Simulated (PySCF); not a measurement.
## Structure elucidation problem

The spectra below were simulated for a compound C$_{5}$H$_{12}$O$_{2}$Si.

¹H NMR (300 MHz, computed): δ 4.61 (q, 1H), 3.95 (s, 3H), 3.72 (d, 3H), 3.04 (m, 1H), 0.91 (m, 1H), 0.84 (m, 1H), 0.69 (m, 1H), 0.36 (m, 1H).

¹³C{¹H} NMR (computed): δ 109.1 (CH), 64.9 (CH3), 61.9 (CH), 10.4 (CH2), 9.1 (CH2).

Equivalent nuclei averaged, no solvent, a single conformation, relativity neglected. σ from GIAO-PBE0/pcSseg-1; geometry from GFN2-xTB; PySCF 2.14.

Shifts are taken against calculated references (same method and geometry level): TMS for ¹H, ¹³C.

**Question.** Choose the structure that fits.
A. CCO[SiH2]/C=C/OC
B. CC(C)CC(=O)O[SiH3]
C. CC/C=C\CO[SiH2]O
D. O[SiH2][C@H]1CCCOC1
E. CO[C@@H]([SiH3])OC1CC1
F. CCO[SiH2]/C=C\OC

**Answer.** E. 

The formula gives 1 degree of unsaturation (1 ring in the answer). 5 carbon signals for 5 carbons: no two carbons are equivalent. Carbon types of the structure: 2 × CH, 2 × CH2, 1 × CH3, leaving 3 H on heteroatoms. δC 109.1: sp3 carbon bearing two oxygens; 2 electronegative neighbours deshield it. δC 64.9: methyl carbon bonded to O; deshielded by the electronegative neighbour. δC 61.9, 10.4, 9.1: three-membered-ring carbon. δH 4.61: hydrogen on an sp3 carbon bearing two oxygens; its carbon carries O, which withdraws density. δH 3.95: hydrogen on a methyl carbon bonded to O; its carbon carries O, which withdraws density.

The others: CCO[SiH2]/C=C\OC would give 6 signals for carbon-bound and other non-exchanging H, not 8; CCO[SiH2]/C=C/OC would give 6 signals for carbon-bound and other non-exchanging H, not 8; CC/C=C\CO[SiH2]O would give 6 signals for carbon-bound and other non-exchanging H, not 8; CC(C)CC(=O)O[SiH3] would give 4 carbon signals, not 5; O[SiH2][C@H]1CCCOC1 would give 11 signals for carbon-bound and other non-exchanging H, not 8.

Shifts are as computed. Against solution values, carbons near 30 ppm lie about +3 ppm off and those near 130 ppm about +5 ppm. Of 1309 compounds with measured shifts, 239 miss one by over three times the rms of a fit or turn the order of signals round; such compounds aren't used in these exercises. No couplings were computed; multiplicities are counted from neighbouring protons, with m where these are inequivalent, close in shift, in a saturated or five-membered ring or joined by F or P, and br s for small geminal =CH2 splittings.
